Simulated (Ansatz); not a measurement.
Reactions of C8H16 (`C[C@@H]1CCCC[C@H]1C`).

Computed with Ansatz on PBE0-D4/def2-TZVP structures; ΔE is electronic, products minus reactants. CCSD(T)/CBS adds triple-zeta CCSD(T) − MP2 to the extrapolated MP2 energy (def2 sets, frozen cores). This one scheme is used for every species, atoms too. No spin–orbit coupling; open shells (•) take unrestricted orbitals. Spin–orbit coupling would lower the free atoms: a little for C. One conformer a species, not always the lowest.

| reaction | MP2/CBS(def2) (kJ/mol) |
| --- | --- |
| `C[C@@H]1CCCC[C@H]1C` → 8 C• + 16 H• | 9950 |
| `C[C@@H]1CCCC[C@H]1C` → `C[C@H]1CC[C@@H](C)CC1` | -7 |
| `C[C@@H]1CCCC[C@H]1C` → `C[C@H]1CC[C@H](C)CC1` | -14 |
| `C[C@@H]1CCCC[C@H]1C` → `CC1CCCCC1` + `[CH2]` (triplet) | 445 |
| `C[C@@H]1CCCC[C@H]1C` → `C[C@@H]1CCCC[C@@H]1C` | -4 |
| `C[C@@H]1CCCC[C@H]1C` → `C=CCCCCCC` | 106 |
| `C[C@@H]1CCCC[C@H]1C` → `CC1(C)CCCCC1` | -13 |

**Question.** Give the CCSD(T)/CBS values in the same order. (An estimate is asked.)

**Answer.** Computed: 9845, -7, -14, 430, -4, 94, -11 kJ/mol.

Largest T1 diagnostic: 0.011, for `[CH2]` (triplet).
